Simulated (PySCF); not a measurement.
C₆ coefficients of unlike pairs at PBE

Calculated with PySCF 2.14 from the dipole response of each species, C₆(A,B) = (3/π) ∫ α_A(iu) α_B(iu) du, in atomic units, from isotropic polarisabilities. For ions this is the dispersion term alone; charge-induced terms of lower order in 1/R come first.

```csv
species,configuration,basis,relativity,α (bohr³),C₆ (like pair)
O(2+),[He] 2s2 2p2 (3P),aug-cc-pCVTZ-DK (7s6p4d2f),spin-free X2C,1.742,2.337
Cu(3+),[Ar] 3d8 (3F),aug-cc-pVTZ-PP with ECP10MDF (6s6p5d3f2g),core potential,1.608,3.676
Hg(2+),[Xe] 4f14 5d10 (1S),def2-TZVPPD with the def2 core potential (60 electrons) (6s6p3d2f1g),core potential,7.175,44.45
V(3+),[Ar] 3d2 (3F),aug-cc-pVDZ-DK (7s6p4d2f),spin-free X2C,2.046,4.931
```

Question: Estimate C₆ for V(3+) with Cu(3+).

Answer: The integral gives 4.216. The combination rule 2 C_A C_B / (C_A α_B/α_A + C_B α_A/α_B) gives 4.238 and the geometric mean 4.257.

No spin-orbit coupling is included.

The other pairs:

```tsv
pair	C₆
Cu(3+), O(2+)	2.821
Hg(2+), Cu(3+)	12.49
Hg(2+), O(2+)	10.17
V(3+), Hg(2+)	14.73
V(3+), O(2+)	3.346
```
